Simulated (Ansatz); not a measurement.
A structure relaxed at r2SCAN-D4/def2-SVP in Ansatz, charge 0, singlet:

```xyz
7

As    0.0503   -2.0517   -0.2950
As   -1.1506   -0.9075    1.4666
As    1.1286    1.7242   -0.3522
As    0.7788   -0.2245   -1.7888
As   -0.9602    1.5160   -1.6371
As   -0.9999    1.4734    0.8271
Se    1.1530   -1.5298    1.7793
```

(1) Give its formula and point group.

(2) Summarise the bond lengths by kind (pairs closer than 1.2 times the sum of covalent radii, bridged metal pairs left out).

## Answers

(1) the cluster As6Se. Point group Cs (tolerance 0.1 Å).

(2) 8 × As–As 2.42 to 2.47 Å; 2 × As–Se 2.41 Å.

Another isomer (singlet) lies 0.25 eV lower at PBE0-D4/def2-TZVP; other spin states weren't run for this one.
